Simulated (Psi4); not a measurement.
C$_{4}$H$_{8}$O$_{2}$, singlet, geometry from GFN2-xTB. Base run: MP2/3-21G run with Psi4 1.11.

Psi4 was given this input:
```
memory 2 GB

molecule {
0 1
  C     1.24760208    0.54566382   -0.00331419
  C     0.93082228   -0.85695853    0.50345098
  O    -0.15991025   -1.43150908   -0.19448444
  C    -1.07917808   -0.47111564   -0.68388278
  C    -1.09924628    0.78241036    0.18374599
  O     0.15991025    1.43150908    0.19448444
  H     2.09693148    0.96680557    0.53998539
  H     1.50161800    0.49859197   -1.07264938
  H     1.78470278   -1.52148733    0.35118538
  H     0.70520466   -0.81394478    1.57930603
  H    -0.81802512   -0.19601868   -1.71651940
  H    -2.06088120   -0.95084892   -0.68707632
  H    -1.82075306    1.50553068   -0.20409445
  H    -1.38879754    0.51137149    1.20986274
}

set basis 3-21g

energy('mp2')
print_variables()
```

Variants of this job, named by their change:

```
change                          ΔE vs base (kcal/mol)  MP2 correlation (Eh)  basis functions  core-seconds (rough)
------------------------------  ---------------------  --------------------  ---------------  --------------------
base                                            0.000              -0.59497               70                     5
freeze_core = on                                 6.61              -0.58443               70                     5
method = dlpno-mp2                              0.205              -0.59464               70                     9
method = ccsd(t)                               -40.87              -0.59509               70                    80
puream = on                                     0.143              -0.59495               70                     5
method = scs-mp2                                0.607              -0.59509               70                     5
method = mp2.5                                  -8.60              -0.59497               70                     7
scf_type = pk; mp2_type = conv                 -0.197              -0.59509               70                     8
method = mp3                                   -17.20              -0.59497               70                     7
method = cisd                                   32.14              -0.59509               70                    20
```
